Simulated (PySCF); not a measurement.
acetonitrile (C2H3N), SMILES CC#N. Atoms are numbered in the order given.

```xyz
6

C      0.0000     0.0000    -1.1739
C      0.0000     0.0000     0.2805
N      0.0000     0.0000     1.4298
H      0.8864     0.5118    -1.5495
H      0.0000    -1.0235    -1.5495
H     -0.8864     0.5118    -1.5495
```

Geometry: B3LYP-D3(BJ)/def2-TZVP.

The numbers are results of TDA-PBE0/def2-SVPD in PySCF 2.14.0, not measurements.

Vertical excitations; the highest root listed may be one member of a degenerate set.  State labels are in the subgroup Cs.

Q: List the lowest excited states. (An estimate is asked for; the answer gives what the named calculation found.)

A: 
```csv
state,symmetry,energy (eV),λ (nm),f,main pairs
S1,A",7.91,157,0.000,"HOMO−1→LUMO+2 48 %, HOMO→LUMO+1 48 %"
S2,A',8.28,150,0.002,"HOMO−1→LUMO+1, HOMO→LUMO+2 (degenerate set)"
S3,A",8.28,150,0.002,"HOMO→LUMO+1, HOMO−1→LUMO+2 (degenerate set)"
S4,A",8.69,143,0.001,HOMO−1→LUMO (degenerate set)
S5,A',8.69,143,0.001,HOMO→LUMO (degenerate set)
S6,A",9.54,130,0.021,HOMO−2→LUMO+1 (degenerate set)
S7,A',9.54,130,0.021,HOMO−2→LUMO+2 (degenerate set)
S8,A',9.60,129,0.019,HOMO−2→LUMO 98 %
S9,A",10.49,118,0.070,HOMO−1→LUMO+3 (degenerate set)
S10,A',10.49,118,0.070,HOMO→LUMO+3 (degenerate set)
T1,A',6.39,194,0,"HOMO→LUMO+2 46 %, HOMO−1→LUMO+1 46 %"
T2,A",7.00,177,0,"HOMO−1→LUMO+2, HOMO→LUMO+1 (degenerate set)"
T3,A',7.00,177,0,"HOMO→LUMO+2, HOMO−1→LUMO+1 (degenerate set)"
T4,A",7.91,157,0,HOMO−2→LUMO+1 94 %
```
Triplets are in the Tamm–Dancoff approximation.
